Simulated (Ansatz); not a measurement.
`[Cl][Ga]([Cl])[Cl]` and `[Cl][Al]([Cl])[Cl]` differ in one element.

Ansatz, PBE0-D4/def2-TZVP geometries, multiplicity 1. 

Scalar relativity is left out up to krypton.

| property | `[Cl][Ga]([Cl])[Cl]` |
| --- | --- |
| LUMO energy (ωB97M-V/def2-TZVPP) / eV | 0.04 |
| zero-point energy (PBE0-D4/def2-TZVP) / kJ/mol | 10.2 |
| HOMO energy (PBE/def2-TZVPP) / eV | -8.01 |
| LUMO energy (PBE/def2-TZVPP) / eV | -2.89 |
| size of the dipole moment (PBE/def2-TZVPP) / D | 0.00 |
| LUMO energy (PBE0/def2-TZVPP) / eV | -1.94 |

**Question.** Give the same properties after the change, and the shifts. (Estimate.)

**Answer.** The calculation gave: 
```csv
property,`[Cl][Al]([Cl])[Cl]`,shift
LUMO energy (ωB97M-V/def2-TZVPP) / eV,0.50,0.46
zero-point energy (PBE0-D4/def2-TZVP) / kJ/mol,12.7,2.5
HOMO energy (PBE/def2-TZVPP) / eV,-7.95,0.06
LUMO energy (PBE/def2-TZVPP) / eV,-2.11,0.78
size of the dipole moment (PBE/def2-TZVPP) / D,0.00,0.00
LUMO energy (PBE0/def2-TZVPP) / eV,-1.26,0.68
```

With PBE0 the HOMO rises by 0.08 eV and the LUMO rises by 0.68 eV, so the gap widens by about 0.60 eV. PBE moves the HOMO by 0.06 eV and ωB97M-V by 0.11 eV.
